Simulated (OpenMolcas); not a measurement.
# Levels of Ca by method

```
Program             : OpenMolcas 26.06
Basis               : ANO-RCC-VDZP [5s4p1d]
Scalar Hamiltonian  : DKH2, point nucleus
Active space        : 2 electrons in 4 orbitals (4s 4p)
State averaging     : 2S+1 = 3 even, 3 roots (0 in the spin-orbit step); 2S+1 = 1 even, 1 root; 2S+1 = 3 odd, 3 roots
Spin-orbit coupling : RASSI with atomic mean-field integrals over the reference wave functions, term energies averaged over their components
```

Methods on the same reference wave functions:
A. CASSCF
B. SS-CASPT2, IPEA 0.25 Eh, imaginary shift 0.1 Eh (closed shells correlated: 3s 3p)

Energies in cm⁻¹ above 4s² ¹S₀, the measured ground level; measured values from NIST Handbook of Basic Atomic Spectroscopic Data.

```
     Level      A      B  Measured
   4s² ¹S₀    0.0    0.0       0.0
4s 4p ³P°₀  14446  15578     15158
4s 4p ³P°₁  14486  15618     15210
4s 4p ³P°₂  14565  15697     15316
```

Deviations, from unrounded energies. A percentage is the sum of absolute deviations over the sum of measured energies, with the sign that they share, or ± where signs differ.

| Against measurement | Levels | A | B |
| --- | --- | --- | --- |
| mean absolute deviation (cm-1) | 3 | 730 | 400 |
| other configurations (%) | 3 | -4.8 | +2.6 |

B lies closest to measurement on these levels. The largest miss of B in the table is 4s 4p ³P°₀, by +420 cm-1. The ranking rests on the paired levels alone, and a cruder setting can come out closer through cancelling errors.

The lowest spin-free term lies below A's lowest term by 0.170 hartree in B.

Some high roots are left out of the spin-orbit mixing, which shifts the levels that they would mix with. Without dynamic correlation excited terms often stand tens of per cent too high (terms of higher spin than the ground term too low), and those without a measured partner can miss by more than the paired ones (holds for A). Measured partners are found by configuration, term and J. A level has none where our copy of the source lacks it or the pairing is in doubt (some pairs that miss far off the trend of their configuration count as doubtful), and it then counts in no deviation. Levels of configurations outside the active space are missing.

° marks odd parity.
